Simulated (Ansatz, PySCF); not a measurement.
C₂H₄N₂OSi, SMILES N#C/N=C/O[SiH3]. Atoms are numbered in the order given.

```xyz
10

N     -0.3735    -3.3382     0.0000
C     -0.2400    -2.1809     0.0000
N     -0.1934    -0.8497     0.0000
C      0.9199    -0.2118     0.0000
O      0.9500     1.1012     0.0000
Si    -0.5065     2.0437     0.0000
H      1.9156    -0.6837     0.0000
H     -1.2760     1.7523    -1.2327
H     -1.2760     1.7523     1.2327
H      0.0161     3.4299     0.0000
```

Coordinates come from a B3LYP-D3(BJ)/def2-SVP optimisation. The structure was generated by enumeration; whether it is a known compound was not checked. One conformer was computed; it need not be the lowest.

Vertical ionisation energy (IE) and electron affinity (EA) in eV. Rows of orbital energies are one-electron estimates. Where ΔSCF, EOM or ADC give a negative EA the extra electron is unbound and the value depends on the basis.

```json
[
 {"level": "−ε(HOMO), −ε(LUMO), PBE0/def2-TZVP (PySCF)", "IE": "8.33", "EA": "1.68"},
 {"level": "−ε(HOMO), −ε(LUMO), PBE/def2-TZVP (PySCF)", "IE": "[?]", "EA": "[?]"},
 {"level": "ΔSCF, CAM-B3LYP/def2-SVPD (Ansatz), final states of multiplicity 2 and 2", "IE": "10.62", "EA": "-0.15"},
 {"level": "ΔSCF, PBE/def2-SVPD (Ansatz), final states of multiplicity 2 and 2", "IE": "10.24", "EA": "-0.16"}
]
```

**Question.** What belongs in the gaps? (The exact figures need the calculation; the answer reports its results.)

**Answer.** 
- −ε(HOMO), −ε(LUMO), PBE/def2-TZVP (PySCF), IE: 7.06
- −ε(HOMO), −ε(LUMO), PBE/def2-TZVP (PySCF), EA: 2.67

**Question.** What vertical singlet–triplet gap does ΔSCF give with CAM-B3LYP/def2-SVPD (Ansatz, a program for electronic structure) and with PBE/def2-SVPD (Ansatz)? (Estimate from the structure and the level; the computed values follow.)

**Answer.** 4.26 and 4.12 eV (triplet above singlet where positive).
